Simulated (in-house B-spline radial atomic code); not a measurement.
Spin-orbit splittings of orbital energies (j = l + 1/2 less j = l - 1/2) and ratios of mean radii (lower j over upper j) along the 32-electron series, configuration [Ar] 3d10 4s2 4p2. Computed with a radial B-spline atomic code at the basis-set limit: Dirac-Hartree-Fock, average of the configuration, finite nuclei.

| ion | Z | splitting of 4p (eV) | radius ratio of 4p | splitting of 2p (eV) | radius ratio of 2p | splitting of 3d (eV) | radius ratio of 3d |
| --- | --- | --- | --- | --- | --- | --- | --- |
| Dy34+ | 66 | 53.143 | 0.96333 | 804.61 | 0.91414 | 38.28 | 0.98155 |
| Ho35+ | 67 | ? | ? | ? | ? | ? | ? |
| Er36+ | 68 | 62.486 | 0.96096 | 921.72 | 0.90842 | 44.385 | 0.98039 |
| Tm37+ | 69 | 67.616 | 0.95973 | 985.27 | 0.90548 | 47.701 | 0.9798 |
| Yb38+ | 70 | ? | ? | ? | ? | ? | ? |
| Lu39+ | 71 | 78.869 | 0.95719 | 1123.14 | 0.8994 | 54.891 | 0.97858 |

Task: Fill in the row of Ho35+.

Result: splitting of 4p (eV): 57.667; radius ratio of 4p: 0.96216; splitting of 2p (eV): 861.55; radius ratio of 2p: 0.91131; splitting of 3d (eV): 41.247; radius ratio of 3d: 0.98097.

Task: Fill in the row of Yb38+.

Result: splitting of 4p (eV): 73.071; radius ratio of 4p: 0.95848; splitting of 2p (eV): 1052.35; radius ratio of 2p: 0.90247; splitting of 3d (eV): 51.2; radius ratio of 3d: 0.97919.

Task: With what power of Z does the column «splitting of 4p (eV)» change over this range?

Result: A fit of the logarithm of its size against log Z from Z = 66 to 71 has slope 5.41. An unscreened hydrogenic electron would give 4 at low Z; screening makes the apparent power larger near the neutral end, and relativity raises it again at high Z.
